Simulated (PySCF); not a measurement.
# Magnetic susceptibility: cyclo-(F2SiO)3

Cartesian coordinates in Å; atom numbers follow the order of the lines, from 1:
```xyz
12

Si    0.3938   -1.1706   -1.1305
F    -0.2006   -2.6288   -1.1721
F     1.4172   -0.9708   -2.3115
O     1.1581   -0.9577    0.2649
Si    0.8821    0.1254    1.4171
F     2.1687    1.0152    1.6045
F     0.5495   -0.6281    2.7596
O    -0.3545    1.0712    1.0268
Si   -1.2761    1.0449   -0.2872
F    -2.7685    0.7764    0.1399
F    -1.1669    2.4359   -1.0184
O    -0.8028   -0.1129   -1.2931
```

The calculation used GIAO PBE/def2-SVP magnetisability, rotational g tensor and spin-rotation constants, non-relativistic, gas phase (PySCF). Geometry: GFN2-xTB.

Question: What are the magnetisability and the molar susceptibility?

Answer: Isotropic -1688 × 10⁻³⁰ J/T², or -101.7 × 10⁻⁶ cm³/mol; principal values -1694, -1685, -1685 × 10⁻³⁰ J/T², anisotropy 9 × 10⁻³⁰ J/T² (root of half the summed squared differences of the principal values). The susceptibility is in cgs units.

Question: Split it along the inertial axes a, b, c into diamagnetic and paramagnetic parts about the centre of mass, with the quadrupole moment.

Answer: 
| axis | χ (10⁻⁶ cm³/mol) | diamagnetic (10⁻⁶ cm³/mol) | paramagnetic (10⁻⁶ cm³/mol) | summed x² of all electrons (Å²) | quadrupole Θ (D Å) |
| --- | --- | --- | --- | --- | --- |
| a | -101.5 | -1659.8 | 1558.3 | 283.7 | +0.30 |
| b | -101.5 | -1659.8 | 1558.3 | 283.7 | +0.30 |
| c | -102.0 | -2407.1 | 2305.1 | 107.5 | -0.60 |

Anisotropies 2χaa − χbb − χcc = +0.5 and 2χbb − χaa − χcc = +0.5 × 10⁻⁶ cm³/mol. Θ is traceless in Buckingham's convention.

Question: And the rotational g tensor?

Answer: 
```
axis  rotational constant (GHz)        g  nuclear part  electronic part
   a                     0.6811  -0.0152        0.4834          -0.4986
   b                     0.6811  -0.0152        0.4834          -0.4986
   c                     0.4576  -0.0100        0.4856          -0.4956
```
Oblate top; isotopes 19F, 16O, 28Si; no vibrational averaging.
